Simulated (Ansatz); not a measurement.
A nudged elastic band was laid between two geometries of Cl2GeH7NOSi (13 atoms, charge 0, multiplicity 1).

These are results of RKS PBE/def2-SVP (Ansatz), not measurements.

```
movable images  : 5
climbing image  : yes
spring          : 5.0 eV/Å²
optimiser       : quadratic models (default)
start path      : through a guess of the saddle point
force threshold : 0.03 eV/Å
iteration limit : 60
end points      : relaxed
```

Initial state:

```xyz
13
Properties=species:S:1:pos:R:3
Ge 0.014 0.060 0.221
Cl -0.133 -0.332 2.417
Cl 1.934 -0.535 -0.759
O -0.972 1.412 -0.498
H -1.739 1.044 -0.978
H -0.836 -1.165 -0.256
N 1.179 1.854 0.861
H 2.131 1.630 0.527
Si 0.600 3.491 0.305
H 0.645 3.549 -1.185
H -0.730 3.776 0.919
H 1.595 4.487 0.848
H 1.190 1.757 1.889
```

Final state:

```xyz
13
Properties=species:S:1:pos:R:3
Ge 0.245 0.295 -0.328
Cl -0.065 0.901 3.382
Cl 1.521 -0.401 -1.958
O -1.146 1.222 -0.949
H -1.813 0.675 -1.404
H -0.130 -0.930 0.532
N 1.115 1.636 0.613
H 2.130 1.476 0.666
Si 0.685 3.368 0.400
H 0.780 3.824 -1.030
H -0.696 3.591 0.929
H 1.697 4.115 1.223
H 0.553 1.256 2.235
```

(1) Which bonds break or form, and what moves?

(2) What energy profile does the band end with?

(3) What is the geometry of the highest image?

The band took 34 iterations and about 27 core-minutes.

Answers

(1) Bonds broken: Ge1–Cl2, N7–H13. Bonds formed: Cl2–H13. Cl2GeH7NOSi becomes ClGeH6NOSi + ClH.

(2) It converged. The highest image is number 5 of 0 to 6, 0.48 eV above the first end and 0.02 eV above the last; the last end lies 0.45 eV above the first. The profile has 2 maxima (images 1, 5) with wells between them (image 2): this band takes more than one step, which may be the mechanism or a detour left from its start path. A vibrational analysis at the climbing image gives one clearly imaginary mode, 102i cm⁻¹: a first-order saddle point. The orbitals stay closed-shell, which can raise the energy where a bond breaks towards radicals; this wasn't checked here.

```json
{"image": "0", "path coordinate (Å)": "0.00", "energy (eV)": "0.00", "Ge1–Cl2 (Å)": "2.24", "N7–H13 (Å)": "1.03", "Cl2–H13 (Å)": "2.53"}
{"image": "1", "path coordinate (Å)": "1.24", "energy (eV)": "0.21", "Ge1–Cl2 (Å)": "2.29", "N7–H13 (Å)": "1.03", "Cl2–H13 (Å)": "2.51"}
{"image": "2", "path coordinate (Å)": "2.49", "energy (eV)": "0.19", "Ge1–Cl2 (Å)": "2.37", "N7–H13 (Å)": "1.03", "Cl2–H13 (Å)": "2.69"}
{"image": "3", "path coordinate (Å)": "3.73", "energy (eV)": "0.22", "Ge1–Cl2 (Å)": "2.53", "N7–H13 (Å)": "1.05", "Cl2–H13 (Å)": "2.17"}
{"image": "4", "path coordinate (Å)": "4.97", "energy (eV)": "0.41", "Ge1–Cl2 (Å)": "3.40", "N7–H13 (Å)": "1.65", "Cl2–H13 (Å)": "1.38"}
{"image": "5", "path coordinate (Å)": "6.21", "energy (eV)": "0.48", "Ge1–Cl2 (Å)": "3.60", "N7–H13 (Å)": "1.74", "Cl2–H13 (Å)": "1.36"}
{"image": "6", "path coordinate (Å)": "7.35", "energy (eV)": "0.45", "Ge1–Cl2 (Å)": "3.77", "N7–H13 (Å)": "1.76", "Cl2–H13 (Å)": "1.35"}
```

(3) 
```xyz
13
Properties=species:S:1:pos:R:3
Ge 0.350 0.294 -0.378
Cl -0.532 0.851 3.067
Cl 1.602 -0.169 -2.092
O -1.109 1.126 -0.984
H -1.922 0.779 -0.569
H 0.085 -0.998 0.420
N 1.176 1.625 0.634
H 2.186 1.472 0.761
Si 0.739 3.347 0.362
H 0.819 3.749 -1.083
H -0.637 3.589 0.895
H 1.750 4.129 1.152
H 0.368 1.235 2.127
```

Run time: 7.1 min on 4 threads of Arm Neoverse V1 (shared host), peak memory 0.25 GiB.
